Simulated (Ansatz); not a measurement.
**Reading a saddle point**

A first-order saddle point of TiNH$_{3}$OF$_{2}$, singlet, PBE0-D4/def2-TZVP, with one imaginary mode of 1590i cm⁻¹:

```json
{"atom": "Ti1", "x (Å)": "-0.8218", "y (Å)": "-0.3568", "z (Å)": "-0.2515"}
{"atom": "N2", "x (Å)": "0.8007", "y (Å)": "0.6228", "z (Å)": "0.4677"}
{"atom": "O3", "x (Å)": "0.4012", "y (Å)": "-1.2474", "z (Å)": "-1.0274"}
{"atom": "H4", "x (Å)": "1.0373", "y (Å)": "-0.4330", "z (Å)": "-0.3964"}
{"atom": "F5", "x (Å)": "-1.8088", "y (Å)": "0.6145", "z (Å)": "-1.3511"}
{"atom": "F6", "x (Å)": "-1.7030", "y (Å)": "-1.2705", "z (Å)": "0.9795"}
{"atom": "H7", "x (Å)": "1.0190", "y (Å)": "1.5554", "z (Å)": "0.1447"}
{"atom": "H8", "x (Å)": "1.0755", "y (Å)": "0.5151", "z (Å)": "1.4344"}
```

Ansatz 0.2.0; basis: def2-TZVPP and def2-QZVPP; cores frozen in the correlated methods. Extrapolation: Hartree–Fock as exp(−7.88 √X), correlation as X^−2.97.

Which contacts change along the imaginary mode, and what lies on either side? (Judge from chemistry; the calculation decides.)

Computed: The step is TiNH₃OF₂ ([NH2][Ti]([OH])([F])[F]) → TiOF₂ ([O][Ti]([F])[F]) + NH₃ (still joined by a long Ti–N bond), with the molecules in contact on both sides. Shortening one way: N2–H4; lengthening the same way: Ti1–N2, O3–H4.
```csv
pair,one side (Å),saddle (Å),other side (Å)
N2–H4,3.27,1.38,1.01
Ti1–N2,1.86,2.03,2.18
O3–H4,0.96,1.21,2.90
```

Which side is lower, and how far does the saddle lie above each? (To be estimated.)

By the calculation: The side with N2–H4 short is lower by 0.187 eV; the saddle lies 1.417 eV above it and 1.230 eV above the other (CCSD(T) at an estimated basis limit (MP2 extrapolated from triple and quadruple zeta, plus CCSD(T) − MP2 in triple zeta); electronic energies).

No T1 diagnostic of these runs exceeds 0.025.

Labels in which every atom is bracketed show which atoms are joined, not bond orders.

For scale, one of the runs: CCSD(T)/def2-TZVPP, 230 basis functions, launched by `ansatz run in.yaml --threads 8 --pin off --events-out ev --progress --plain --max-ram 19148MiB`. The run took 38 s on 8 CPU threads of an AMD EPYC 9R45 (shared host), with 4.7 GiB of host memory at its peak.
